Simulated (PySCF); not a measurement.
Two-component Hartree-Fock for N(3+) (nitrogen, charge +3)

Start: [He] 2s2. Calculated with PySCF 2.14 in x2c-TZVPall-2c with one added diffuse shell each of s, p, d type (6s4p3d1f, 40 functions): generalised Hartree-Fock with the X2C-1e Hamiltonian and a Gaussian nucleus; one run each with spin-orbit coupling (SO) switched off, then screened by Boettger's factors. This is a chosen level, not necessarily the ground level.

```json
{"spinor shell": "1s1/2", "electrons": "2", "ε, spin-free (eV)": "-493.40", "ε, screened SO (eV)": "-493.40", "weight of nominal j (screened SO)": "1.000", "rms radius, screened SO (bohr)": "0.263"}
{"spinor shell": "2s1/2", "electrons": "2", "ε, spin-free (eV)": "-75.323", "ε, screened SO (eV)": "-75.323", "weight of nominal j (screened SO)": "1.000", "rms radius, screened SO (bohr)": "1.20"}
```

```tsv
quantity	spin-free	screened SO
E (hartree)	-51.11038	-51.11038
M_J	0	0
⟨J²⟩	0.000	0.000
⟨L²⟩	0.000	0.000
⟨S²⟩	0.000	0.000
```

Without spin-orbit coupling the j labels of p, d and f shells carry no meaning; the spin-free column gives the mean over the occupied spinors of each nl shell.
